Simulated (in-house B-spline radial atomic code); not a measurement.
## Rh3+: [Ne] 3s2 (3p1/2)1 (3p3/2)3 3d10 4s2 4p6 4d8 (with a hole in an inner shell)

All numbers are computed (Dirac-Kohn-Sham LDA VWN5, spherical fractional occupations; Fermi nucleus of rms radius 4.4945 fm) with a radial B-spline atomic code at the basis-set limit, not measured.

Effective charges: Z_r = [3n² - l(l+1)]/(2<r>) from the radius, Z_e = n√(-2ε) from the energy, and Slater's rules. Values are occupation-weighted means over j. An effective charge above Z reflects the relativistic contraction of the inner shells.

```json
{"shell": "1s", "electrons": "2", "ε (eV)": "-23107", "<r> (bohr)": "0.03265", "Z_r": "45.94", "Z_e": "41.21", "Slater": "44.70"}
{"shell": "2s", "electrons": "2", "ε (eV)": "-3429.6", "<r> (bohr)": "0.1416", "Z_r": "42.38", "Z_e": "31.75", "Slater": "40.85"}
{"shell": "2p", "electrons": "6", "ε (eV)": "-3090.3", "<r> (bohr)": "0.1234", "Z_r": "40.51", "Z_e": "30.14", "Slater": "40.85"}
{"shell": "3s", "electrons": "2", "ε (eV)": "-672.91", "<r> (bohr)": "0.3861", "Z_r": "34.96", "Z_e": "21.10", "Slater": "34.45"}
{"shell": "3p", "electrons": "4", "ε (eV)": "-558.33", "<r> (bohr)": "0.3851", "Z_r": "32.46", "Z_e": "19.22", "Slater": "34.45"}
{"shell": "3d", "electrons": "10", "ε (eV)": "-379.96", "<r> (bohr)": "0.3609", "Z_r": "29.09", "Z_e": "15.85", "Slater": "25.85"}
{"shell": "4s", "electrons": "2", "ε (eV)": "-127.3", "<r> (bohr)": "0.9364", "Z_r": "25.63", "Z_e": "12.24", "Slater": "18.95"}
{"shell": "4p", "electrons": "6", "ε (eV)": "-93.551", "<r> (bohr)": "1.015", "Z_r": "22.66", "Z_e": "10.49", "Slater": "18.95"}
{"shell": "4d", "electrons": "8", "ε (eV)": "-44.048", "<r> (bohr)": "1.264", "Z_r": "16.62", "Z_e": "7.20", "Slater": "8.55"}
```

The least bound orbital is 4d5/2 at -43.8 eV, and it is also the most diffuse (<r> = 1.268 bohr). The part-filled 3p shell lies below the filled 4p shell in orbital energy.

For the 1s electron the small component carries 2.7 % of the norm, the zero-frequency Breit interaction raises the level by 47.7 eV, self-energy by 26.71 eV, and vacuum polarisation lowers it by 3.243 eV.
